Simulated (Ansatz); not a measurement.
Cost and result for the atomization energy of C$_{2}$H$_{7}$Al$_{2}$Cl (12 atoms, 13 bonds).

```xyz
12

Al    1.4206   -0.0426   -0.7794
C     0.7715    1.3573    0.3849
Al   -0.9802    0.6344   -0.1564
C    -1.0944   -1.2174    0.6578
Cl    0.5921   -1.9262    0.4568
H    -0.0818   -0.0910   -1.6395
H     2.6867   -0.5495   -1.5738
H     1.0525    1.3605    1.4384
H     0.9563    2.3505   -0.0395
H    -2.3166    1.3364   -0.6441
H    -1.2701   -1.2681    1.7333
H    -1.7368   -1.9443    0.1616
```

The species carries charge 0 and has multiplicity 1. The bonds changed during the relaxation, so this is another structure than the one it started from. The geometry is a stationary point of PBE0-D4/def2-TZVP. It is one conformer, not always the lowest. Program: Ansatz. All runs use 4 threads of an Arm Neoverse V2 on a shared host. Times are those of one run each, without the atoms' runs, and a repeat can differ threefold. Electronic energies, without spin–orbit coupling; frozen cores. CCSD(T)/CBS adds CCSD(T) − MP2 in def2-TZVPP to the MP2 limit, and its time is that of the two runs behind it. T1 = 0.011. B3LYP takes the VWN-RPA correlation (the form of Gaussian; ORCA's B3LYP/G).

CCSD(T)/CBS is a level of theory with its own doubt, some kJ/mol a heavy atom from the limit and from the frozen cores, so smaller differences don't rank the functionals.

| level | functions | wall time | atomization (kcal/mol) | difference from CCSD(T)/CBS | per bond |
| --- | --- | --- | --- | --- | --- |
| PBE-D4/def2-TZVPP (with forces) | 286 | 3 s | 925.1 | 4.7 | 0.4 |
| PBE0-D4/def2-TZVPP | 286 | 3.7 s | 918.4 | -2.0 | -0.2 |
| B2PLYP/def2-TZVPP | 286 | 6 s | 903.0 | -17.4 | -1.3 |
| r2SCAN-D4/def2-TZVPP (with forces) | 286 | 6.5 s | 925.6 | 5.2 | 0.4 |
| B3LYP-D4/def2-TZVPP (with forces) | 286 | 6.5 s | 913.1 | -7.3 | -0.6 |
| ωB97X-V/def2-TZVPP | 286 | 9.5 s | 922.8 | 2.4 | 0.2 |
| ωB97M-V/def2-TZVPP (with forces) | 286 | 13 s | 923.0 | 2.6 | 0.2 |
| MP2/def2-QZVPP | 534 | 23 s | 919.4 | -1.0 | -0.1 |
| CCSD(T)/def2-TZVPP | 286 | 2.3 min | 897.2 | -23.2 | -1.8 |
| CCSD(T)/CBS(def2) | – | 2.7 min | 920.4 | 0.0 | 0.0 |

From PBE to PBE0 (25 % exact exchange), in def2-TZVPP and without D4, the atomization energy moves by −5.5 kcal/mol: exact exchange takes away binding that semilocal exchange gives to molecules. The D4 term adds +12.4 kcal/mol with B3LYP and +6.5 kcal/mol with PBE0; it sums over pairs of atoms, weighted by their polarisabilities, and B3LYP, whose exchange is more repulsive, gets the larger term. In def2-TZVPP, CCSD(T) changes the Hartree–Fock value by +211.6 kcal/mol (the triples alone add +12.9 kcal/mol) and MP2 by +220.0 kcal/mol; breaking electron pairs costs correlation energy, which Hartree–Fock lacks.
